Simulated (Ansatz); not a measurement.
Coupled-cluster diagnostics for SiHMe2(NMe2) (C₄H₁₃NSi), Ansatz.

Geometry of the singlet (PBE-D4/def2-SVP):

```xyz
19

Si   -0.387    0.191   -0.839
H    -0.811   -0.743   -1.948
C    -1.950    1.019   -0.154
H    -2.658    0.265    0.246
H    -2.479    1.591   -0.945
H    -1.702    1.723    0.668
C     0.785    1.516   -1.502
H     0.311    2.036   -2.360
H     1.739    1.074   -1.853
H     1.016    2.286   -0.738
N     0.462   -0.814    0.330
C    -0.099   -2.090    0.723
C     1.421   -0.280    1.272
H     0.704   -2.849    0.886
H    -0.768   -2.482   -0.070
H    -0.693   -2.043    1.672
H     1.861    0.666    0.898
H     0.985   -0.070    2.283
H     2.265   -0.994    1.432
```

Correlated methods freeze 10 core orbitals.

**Question.** Estimate the CCSD(T) correlation energy, the shares of MP2 and (T), T1 and the reference's ⟨S²⟩ for: charge 0, singlet, own geometry in def2-SVP; charge 1, doublet, vertical in def2-SVP; and the rough time on 2 threads of AMD EPYC 7R13 on a shared host and a share (18 GiB) of an NVIDIA H100 80GB HBM3.

**Answer.** 
```json
{"state": "charge 0, singlet, own geometry", "basis": "def2-SVP", "correlation (eV)": "-26.276", "MP2 share (%)": "88.4", "(T) share (%)": "2.8", "T1": "0.009", "⟨S²⟩ (pure)": "0.00 (0.00)", "wall time": "2 s"}
{"state": "charge 1, doublet, vertical", "basis": "def2-SVP", "correlation (eV)": "-25.370", "MP2 share (%)": "87.2", "(T) share (%)": "2.9", "T1": "0.017", "⟨S²⟩ (pure)": "0.77 (0.75)", "wall time": "3.3 s"}
```
Customary marks for T1 are 0.02 (closed shells), 0.045 (open shells) and about 0.05 (3d metals). T1 stays under 0.02 throughout.
